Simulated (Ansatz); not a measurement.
`B[CH2][AlH][GeH3]` + `[F][SnH3]` → `B[CH2][SnH2][F]` + `[AlH2][GeH3]`  (formal exchange of groups at a C–Al bond)

Computed with Ansatz on PBE0-D4/def2-TZVP structures; ΔE is electronic, products minus reactants. CBS: MP2 limit from def2 TZ/QZ plus the TZ coupled-cluster correction, frozen cores. DFT in def2-TZVPP. B3LYP here is the variant with VWN-RPA as its local correlation; programs differ in this. Elements past krypton have def2 core potentials. For Ge, Sn outer-core shells are correlated without core-valence functions, which leaves a few kJ/mol of doubt a bond. Scalar relativity is left out up to krypton. One conformer a species, not always the lowest.

```tsv
level	ΔE (kcal/mol)
B2PLYP	5.5
PBE0	6.4
B3LYP	5.9
MP2/def2-TZVPP	4.6
CCSD/def2-TZVPP	5.1
SCS-MP2/def2-QZVPP	4.0
HF/CBS(def2)	4.7
MP2/CBS(def2)	3.7
```

Task: What does CCSD(T)/CBS give? (Estimate.)

Result: Ansatz gave: +4.3 kcal/mol. The listed levels differ from it by 1.2, 2.1, 1.6, 0.3, 0.8, -0.3, 0.4, -0.6 kcal/mol.

Largest T1 diagnostic among the species: 0.014.
